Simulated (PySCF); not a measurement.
PySCF input for Si(Me)2(OH)(SH) (C2H8OSSi), SMILES C[Si](C)(O)S, TDA-PBE/def2-SVPD. Geometry optimised at B3LYP-D3(BJ)/def2-SVP. The values are those of a single conformer.

```python
import numpy as np
from pyscf import gto, scf, dft, tdscf

mol = gto.M(
    atom='''
    C    -1.56192212   -1.23663666   -0.29651018
    Si   -0.05712935   -0.26764003    0.23381442
    C     1.51710418   -1.28141067    0.15015083
    O    -0.39435670    0.24811411    1.79047072
    S     0.31369737    1.42681312   -1.07264370
    H    -2.46550891   -0.60777802   -0.26650388
    H    -1.72301509   -2.09231335    0.37964602
    H    -1.43960895   -1.61850606   -1.32174211
    H     1.43972962   -2.15471717    0.81824757
    H     2.39595895   -0.69278805    0.45872932
    H     1.69670527   -1.64635745   -0.87385524
    H     0.21966513    0.89183364    2.16391837
    H    -0.91951195    1.96194799   -0.91515222
    ''',
    basis='def2-SVPD',
    charge=0,
    spin=0,
    max_memory=1600,
    verbose=4,
)
mf = dft.RKS(mol, xc='pbe').density_fit(auxbasis='def2-universal-jkfit')
mf.grids.level = 3
mf.conv_tol = 1e-9
mf.max_cycle = 100
mf.kernel()
mf.grids = dft.Grids(mol).set(level=1).build(with_non0tab=True)  # coarser grid for the response kernel
td = tdscf.TDA(mf)
td.singlet = True
td.nstates = 10
td.conv_tol = 1e-4
td.positive_eig_threshold = 1e-6
td.kernel(x0=td.get_init_guess(mf, 15))
td.analyze()
tt = tdscf.TDA(mf)
tt.singlet = False
tt.nstates = 4
tt.conv_tol = 1e-4
tt.positive_eig_threshold = 1e-6
tt.kernel(x0=tt.get_init_guess(mf, 9))
tt.analyze(verbose=3)
```

It prints:

```
PySCF version 2.14.0

[INPUT] verbose = 4
[INPUT] num. atoms = 13
[INPUT] num. electrons = 58
[INPUT] charge = 0
[INPUT] spin (= nelec alpha-beta = 2S) = 0
[INPUT] symmetry False subgroup None
[INPUT] Mole.unit = angstrom
[INPUT] Symbol           X                Y                Z      unit          X                Y                Z       unit  Magmom
[INPUT]  1 C     -1.561922120000  -1.236636660000  -0.296510180000 AA   -2.951605034700  -2.336904602997  -0.560323033345 Bohr   0.0
[INPUT]  2 Si    -0.057129350000  -0.267640030000   0.233814420000 AA   -0.107958825174  -0.505766356670   0.441845217774 Bohr   0.0
[INPUT]  3 C      1.517104180000  -1.281410670000   0.150150830000 AA    2.866911402633  -2.421515219395   0.283743946076 Bohr   0.0
[INPUT]  4 O     -0.394356700000   0.248114110000   1.790470720000 AA   -0.745226158387   0.468867715540   3.383499294853 Bohr   0.0
[INPUT]  5 S      0.313697370000   1.426813120000  -1.072643700000 AA    0.592802115296   2.696286027736  -2.027002822240 Bohr   0.0
[INPUT]  6 H     -2.465508910000  -0.607778020000  -0.266503880000 AA   -4.659136597575  -1.148534002330  -0.503619344334 Bohr   0.0
[INPUT]  7 H     -1.723015090000  -2.092313350000   0.379646020000 AA   -3.256026628593  -3.953899198271   0.717427002081 Bohr   0.0
[INPUT]  8 H     -1.439608950000  -1.618506060000  -1.321742110000 AA   -2.720466641973  -3.058533184349  -2.497730595205 Bohr   0.0
[INPUT]  9 H      1.439729620000  -2.154717170000   0.818247570000 AA    2.720694675224  -4.071825327198   1.546263809391 Bohr   0.0
[INPUT] 10 H      2.395958950000  -0.692788050000   0.458729320000 AA    4.527706221200  -1.309179676871   0.866872780108 Bohr   0.0
[INPUT] 11 H      1.696705270000  -1.646357450000  -0.873855240000 AA    3.206308274406  -3.111164683637  -1.651347076116 Bohr   0.0
[INPUT] 12 H      0.219665130000   0.891833640000   2.163918370000 AA    0.415106934817   1.685321328274   4.089213075215 Bohr   0.0
[INPUT] 13 H     -0.919511950000   1.961947990000  -0.915152220000 AA   -1.737625753765   3.707544371741  -1.729387058088 Bohr   0.0

nuclear repulsion = 304.524178512046
number of shells = 78
number of NR pGTOs = 260
number of NR cGTOs = 178
basis = def2-SVPD
ecp = {}


[settings echo left out]
init E= -843.265730464755
  HOMO = -0.290948419596552  LUMO = -0.0497294528921133  gap/eV = 6.56390
cycle= 1 E= -843.018632804682  delta_E= 0.247  |g|= 0.925  |ddm|= 4.69
  HOMO = -0.0967821958054618  LUMO = -0.00650491942446019  gap/eV = 2.45657
cycle= 2 E= -842.392036709193  delta_E= 0.627  |g|= 1.92  |ddm|= 2.59
  HOMO = -0.203707364130334  LUMO = -0.0258958819077932  gap/eV = 4.83850
cycle= 3 E= -843.181945368202  delta_E= -0.79  |g|= 0.322  |ddm|= 1.92
  HOMO = -0.227832263950497  LUMO = -0.0254395782173527  gap/eV = 5.50739
cycle= 4 E= -843.207299780177  delta_E= -0.0254  |g|= 0.0696  |ddm|= 0.454
  HOMO = -0.227324364736538  LUMO = -0.0251735897693894  gap/eV = 5.50080
cycle= 5 E= -843.208429935128  delta_E= -0.00113  |g|= 0.0192  |ddm|= 0.105
  HOMO = -0.224458741278664  LUMO = -0.0244238005359576  gap/eV = 5.44323
cycle= 6 E= -843.208544901646  delta_E= -0.000115  |g|= 0.00573  |ddm|= 0.0392
  HOMO = -0.224852295398625  LUMO = -0.0245287187747607  gap/eV = 5.45108
cycle= 7 E= -843.20855262571  delta_E= -7.72e-06  |g|= 0.00193  |ddm|= 0.0108
  HOMO = -0.224844873765507  LUMO = -0.0245836998791558  gap/eV = 5.44938
cycle= 8 E= -843.208553774236  delta_E= -1.15e-06  |g|= 0.000331  |ddm|= 0.00399
  HOMO = -0.224824103787895  LUMO = -0.0245723204900963  gap/eV = 5.44913
cycle= 9 E= -843.208553805518  delta_E= -3.13e-08  |g|= 6.35e-05  |ddm|= 0.00071
  HOMO = -0.224835042924295  LUMO = -0.0245761405996938  gap/eV = 5.44932
cycle= 10 E= -843.208553806524  delta_E= -1.01e-09  |g|= 2.95e-05  |ddm|= 0.000146
  HOMO = -0.224834814583201  LUMO = -0.0245762739345001  gap/eV = 5.44931
cycle= 11 E= -843.208553806738  delta_E= -2.14e-10  |g|= 1.18e-05  |ddm|= 5.64e-05
  HOMO = -0.224833025815947  LUMO = -0.0245757627647785  gap/eV = 5.44928
Extra cycle  E= -843.208553806669  delta_E= 6.91e-11  |g|= 1.9e-05  |ddm|= 4.76e-05
converged SCF energy = -843.208553806669
tot grids = 48048
Overwritten attributes  positive_eig_threshold  of <class 'pyscf.tdscf.rks.TDA'>


******** <class 'pyscf.tdscf.rks.TDA'> for <class 'pyscf.df.df_jk.DFRKS'> ********
nstates = 10 singlet
deg_eia_thresh = 1.000e-03
wfnsym = None
conv_tol = 0.0001
eigh lindep = 1e-12
eigh level_shift = 0
eigh max_cycle = 100


Excitation energies (eV)
[5.55020875 6.12167245 6.46838252 6.52156764 6.61255963 6.83166982
 6.83664802 7.04644079 7.22986286 7.37285247]

** Singlet excitation energies and oscillator strengths **
Excited State   1:      5.55021 eV    223.39 nm  f=0.0497
      29 -> 30        0.70288
Excited State   2:      6.12167 eV    202.53 nm  f=0.0116
      29 -> 31       -0.69743
Excited State   3:      6.46838 eV    191.68 nm  f=0.0214
      28 -> 30       -0.14049
      29 -> 32        0.67405
      29 -> 33       -0.12685
Excited State   4:      6.52157 eV    190.11 nm  f=0.0480
      28 -> 30        0.68873
      29 -> 32        0.13651
Excited State   5:      6.61256 eV    187.50 nm  f=0.0054
      29 -> 32        0.12642
      29 -> 33        0.67348
      29 -> 34        0.10563
Excited State   6:      6.83167 eV    181.48 nm  f=0.0069
      27 -> 30       -0.30349
      29 -> 34       -0.62607
Excited State   7:      6.83665 eV    181.35 nm  f=0.0324
      27 -> 30       -0.62544
      29 -> 34        0.30007
Excited State   8:      7.04644 eV    175.95 nm  f=0.0054
      27 -> 30       -0.10029
      28 -> 31        0.68225
      29 -> 35       -0.10248
Excited State   9:      7.22986 eV    171.49 nm  f=0.0235
      27 -> 31       -0.11704
      28 -> 32       -0.10587
      29 -> 35        0.67463
Excited State  10:      7.37285 eV    168.16 nm  f=0.0028
      27 -> 31       -0.59490
      28 -> 32        0.32093
      29 -> 36       -0.16983

** Transition electric dipole moments (AU) **
state          X           Y           Z        Dip. S.      Osc.
  1         0.2313      0.1652      0.5336      0.3655      0.0497
  2        -0.0653     -0.0314     -0.2681      0.0771      0.0116
  3         0.2002      0.1882      0.2438      0.1349      0.0214
  4        -0.1426      0.5205     -0.0951      0.3003      0.0480
  5         0.0564      0.0089     -0.1740      0.0335      0.0054
  6        -0.1954     -0.0555      0.0139      0.0414      0.0069
  7        -0.3733     -0.1202      0.1986      0.1932      0.0324
  8        -0.1743     -0.0213     -0.0176      0.0312      0.0054
  9         0.0318      0.2572     -0.2558      0.1326      0.0235
 10        -0.0333      0.1044     -0.0596      0.0156      0.0028

** Transition velocity dipole moments (imaginary part, AU) **
state          X           Y           Z        Dip. S.      Osc.
  1         0.0410      0.0349      0.0798      0.0093      0.0303
  2        -0.0060      0.0043     -0.0135      0.0002      0.0007
  3         0.0456      0.0292      0.0636      0.0070      0.0196
  4        -0.0314      0.1190     -0.0225      0.0157      0.0436
  5         0.0101     -0.0118     -0.0279      0.0010      0.0028
  6        -0.0430     -0.0259      0.0030      0.0025      0.0067
  7        -0.0820     -0.0378      0.0506      0.0107      0.0284
  8        -0.0530     -0.0079     -0.0024      0.0029      0.0074
  9         0.0027      0.0582     -0.0646      0.0076      0.0190
 10        -0.0184      0.0352     -0.0191      0.0019      0.0048

** Transition magnetic dipole moments (imaginary part, AU) **
state          X           Y           Z
  1        -0.7592      0.0397      0.2724
  2        -0.0548     -0.1386      0.1406
  3        -0.1076      0.0887      0.0059
  4         0.2649      0.3916      0.1190
  5         0.0403      0.0429     -0.1166
  6        -0.0912      0.0608     -0.1633
  7        -0.3803      0.1176     -0.1738
  8         0.3605      0.2851     -0.1684
  9         0.1698      0.1491     -0.1421
 10        -0.3280      0.3487     -0.0181


******** <class 'pyscf.tdscf.rks.TDA'> for <class 'pyscf.df.df_jk.DFRKS'> ********
nstates = 4 triplet
deg_eia_thresh = 1.000e-03
wfnsym = None
conv_tol = 0.0001
eigh lindep = 1e-12
eigh level_shift = 0
eigh max_cycle = 100


Excitation energies (eV)
[5.29159191 5.7587605  6.14613712 6.33607064]

** Triplet excitation energies and oscillator strengths **
Excited State   1:      5.29159 eV    234.30 nm  f=0.0000
Excited State   2:      5.75876 eV    215.30 nm  f=0.0000
Excited State   3:      6.14614 eV    201.73 nm  f=0.0000
Excited State   4:      6.33607 eV    195.68 nm  f=0.0000
```

Self-consistency was reached.
